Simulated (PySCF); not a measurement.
An unknown shows these calculated signals:

¹H NMR (400 MHz, computed): δ 5.66 (s, 2H).

¹³C{¹H} NMR (computed): δ 175.5 (C), 160.4 (C), 112.5 (C).

Calculated, not measured (PySCF 2.14): NMR shieldings at PBE0/pcSseg-1/GIAO, coordinates at the GFN2-xTB level. A single conformation, non-relativistic, one averaged value for each set of equivalent atoms, no solvent model.

Scale: ¹H, ¹³C against TMS (reference shieldings calculated alike).

Which of these does the molecule contain: a nitrile, a methoxy group, an NH or NH2 group, a three-membered ring, a Si–H bond, a heteroaromatic ring?

Answers


- A nitrile: yes (δC 112.5).
- A methoxy group: no.
- An NH or NH2 group: no.
- A three-membered ring: no.
- A Si–H bond: yes (δH 5.66 (s)).
- A heteroaromatic ring: yes.

The data belong to `InChI=1S/C3H2ClN3O2Si/c4-10-9-3-6-2(1-5)8-7-3/h10H2`; they needn't prove each group on their own.

Carbon signals by region: 2 in the far downfield region (above 160 ppm), 1 in the sp2 and nitrile region (100–160 ppm). Above 160 ppm: 175.5, aromatic carbon bearing oxygen, 160.4, substituted aromatic carbon next to the ring oxygen.

Shifts are as computed. Against solution values, carbons near 30 ppm lie about +3 ppm off and those near 130 ppm about +5 ppm (rms about the fit 2.1 ppm; single classes can miss by 10 ppm). Of 1328 compounds with measured shifts, 309 miss one by over three times the rms of a fit or turn the order of signals round; such compounds aren't used in these exercises. Signals without a measured value on file couldn't be tested in this way; 1H shifts scatter by 0.2 ppm about their fit, and single ones miss by 0.5 ppm.
